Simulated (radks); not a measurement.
Results of a calculation; reference values are marked as such.
The lithium anion Li-, [He] 2s2, held by a Watson sphere: a shell of charge +1 at radius R that stands for the Madelung well of a crystal (potential energy -1/R inside, -1/r outside, in hartree with lengths in bohr). Level of theory: non-relativistic Kohn-Sham, PBE, spin-polarised, spherical densities, point nucleus (a radial shooting solver on a logarithmic mesh with Libxc functionals). Response by self-consistent Sternheimer equations with the Hartree and adiabatic LDA kernel. The sphere does not respond.

[
 {"R (bohr)": "1.75", "e(1s) (eV)": "-54.739", "e(2s) (eV)": "-4.684", "<r> 2s (bohr)": "3.136", "sum of <r^2> (bohr^2)": "24.21", "X-ray form factor at sin(theta)/lambda = 0.1 1/angstrom": "2.794", "alpha (bohr^3)": "79.23"},
 {"R (bohr)": "2.08", "e(1s) (eV)": "-53.061", "e(2s) (eV)": "-4.556", "<r> 2s (bohr)": "3.235", "sum of <r^2> (bohr^2)": "25.58", "X-ray form factor at sin(theta)/lambda = 0.1 1/angstrom": "2.748", "alpha (bohr^3)": "86.00"},
 {"R (bohr)": "2.2", "e(1s) (eV)": "-52.633", "e(2s) (eV)": "-4.504", "<r> 2s (bohr)": "3.274", "sum of <r^2> (bohr^2)": "26.15", "X-ray form factor at sin(theta)/lambda = 0.1 1/angstrom": "2.729", "alpha (bohr^3)": "88.99"},
 {"R (bohr)": "2.56", "e(1s) (eV)": "-51.722", "e(2s) (eV)": "-4.332", "<r> 2s (bohr)": "3.402", "sum of <r^2> (bohr^2)": "28.04", "X-ray form factor at sin(theta)/lambda = 0.1 1/angstrom": "2.672", "alpha (bohr^3)": "99.58"},
 {"R (bohr)": "2.77", "e(1s) (eV)": "-51.373", "e(2s) (eV)": "-4.225", "<r> 2s (bohr)": "3.479", "sum of <r^2> (bohr^2)": "29.25", "X-ray form factor at sin(theta)/lambda = 0.1 1/angstrom": "2.637", "alpha (bohr^3)": "106.8"},
 {"R (bohr)": "3.91", "e(1s) (eV)": "-50.515", "e(2s) (eV)": "-3.638", "<r> 2s (bohr)": "3.899", "sum of <r^2> (bohr^2)": "36.43", "X-ray form factor at sin(theta)/lambda = 0.1 1/angstrom": "2.466", "alpha (bohr^3)": "157.7"}
]
